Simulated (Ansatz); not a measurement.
Input file for Ansatz (a first-principles code): R-CCSD(T)/aug-cc-pVDZ on HBr (SMILES Br). The run froze 14 orbitals, filled d shells among them.

Ansatz 0.2 input:
```yaml
crystal:
  periodic: [false, false, false]
  atoms:
    - {symbol: Br, position_ang: [0.82409562, -0.40790875, 3.68244345]}
    - {symbol: H, position_ang: [0.13174349, -0.37410516, 2.39901666]}
basis:
  gaussian:
    orbitals: aug-cc-pVDZ
magnetization: {spin_polarized: false}
correlation: {method: ccsd_t, electrons: outside_noble_gas}
scf: {lower_state_search: off}
```

The log:

```
WARN ansatz: RAYON_NUM_THREADS=2 ignored (pool sized by the plan → 2); use --threads N
Functional definition: HF
these checks for a lower state are left out or cut short: stability, starts, cluster_reference, orbital_swaps, neighbouring_geometries, increment
integrals: 0.01 GiB planned
478 factors; integrals over basis functions are off by at most 1.3e-3 eV
mean field: 0.08 GiB planned
mean field evaluation 1: about -70013.7806 eV, gradient 9.2e0 eV
mean field evaluation 2: about -70013.7807 eV, gradient 9.2e0 eV
mean field evaluation 4: about -70014.1498 eV, gradient 8.8e-1 eV
mean field evaluation 8: about -70014.1555 eV, gradient 3.1e-4 eV
mean field -70014.15554537 eV, -2572.9727589933 hartree, gradient 1.1e-6 eV, S^2 0.000000; 0 other end points of the search recorded, 0 dependent functions left out
14 core orbitals not correlated
reference -70014.15554537 eV, -2572.9727589933 hartree; 4, 4 occupied and 27, 27 virtual orbitals, 478 factors
second order -3.65462031 eV of doubles, -0.00000000 eV of singles
coupled cluster: 0.06 GiB planned
cycle   1  -3.98642139 eV  change   -3.3e-1 eV  update   4.0e-2
cycle   2  -4.08298223 eV  change   -9.7e-2 eV  update   1.2e-2
cycle   3  -4.09052922 eV  change   -7.5e-3 eV  update   2.9e-3
cycle   4  -4.09033345 eV  change    2.0e-4 eV  update   6.9e-4
cycle   5  -4.09017636 eV  change    1.6e-4 eV  update   1.7e-4
cycle   6  -4.09017185 eV  change    4.5e-6 eV  update   4.1e-5
cycle   7  -4.09017705 eV  change   -5.2e-6 eV  update   1.1e-5
cycle   8  -4.09017709 eV  change   -4.3e-8 eV  update   2.9e-6
perturbative correction -0.09265190 eV, -0.0034048944 hartree
Total energy: -70018.33837436 eV, -2573.1264751234 hartree
Checks for a lower state left out: stability, starts, cluster_reference, orbital_swaps, neighbouring_geometries, increment
```

Self-consistency was reached.

Cost: roughly 0.3 core-seconds.
